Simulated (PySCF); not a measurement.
C2H6Mg, triplet, geometry from GFN2-xTB (such geometries of metal compounds can be far from the true shape) (a higher spin typed on purpose: for a closed-shell molecule this is an excited state) (in this run its highest filled SCF level lies above zero, so its values depend strongly on the basis, on diffuse functions most of all). Base run: DF-B3LYP/STO-3G in PySCF.

Input for PySCF:
```python
from pyscf import gto, scf, dft

mol = gto.M(
    atom='''
Mg    0.006492    0.006596    0.009254
C     1.776502    0.275413   -1.453055
H     2.442280   -0.566723   -1.296536
H     2.249841    1.220078   -1.207203
H     1.353384    0.279702   -2.452066
C    -1.783744   -0.282771    1.442733
H    -2.267497   -1.208450    1.149181
H    -2.433159    0.575990    1.309535
H    -1.379303   -0.335604    2.447980
''',
    basis='sto-3g',
    charge=0,
    spin=2,
    verbose=4,
)

mf = dft.UKS(mol)
mf.xc = 'b3lyp'
mf = mf.density_fit(auxbasis='def2-universal-jkfit')
mf.kernel()
mf.analyze()
```

Variants of this job, named by their change:

| change | basis functions | E (Eh) | HOMO (eV) | dipole (D) |
|---|---|---|---|---|
| base | 25 | -276.22366 | 2.65 | 0.00 |
| basis = 3-21G | 43 | -278.19268 | -2.60 | 0.14 |
| basis = 6-31G | 43 | -279.74471 | -2.71 | 0.13 |
| basis = 6-31+G* | 70 | -279.76792 | -3.01 | 0.11 |
| basis = 6-311G** | 98 | -279.80674 | -2.87 | 0.12 |
| basis = def2-SVPD | 109 | -279.65103 | -2.92 | 0.13 |
| basis = aug-pcseg-1 | 114 | -279.75734 | -3.02 | 0.12 |
| basis = 6-311++G** | 116 | -279.80970 | -3.03 | 0.11 |
| basis = 6-311+G(2d,p) | 125 | -279.81261 | -3.04 | 0.11 |
| basis = aug-cc-pVDZ | 127 | -279.78563 | -3.05 | 0.11 |
| basis = def2-TZVPD | 163 | -279.81607 | -2.99 | 0.11 |
| basis = pcseg-2 | 163 | -279.82658 | -2.99 | 0.10 |
| basis = pc-2 | 163 | -279.82884 | -2.97 | 0.10 |

Totals compare only among sets that treat the same electrons; sets with core potentials leave the core out.

Open shells are given as the SCF converged; they aren't shown to be the lowest states, and a large step between rows can be another state.
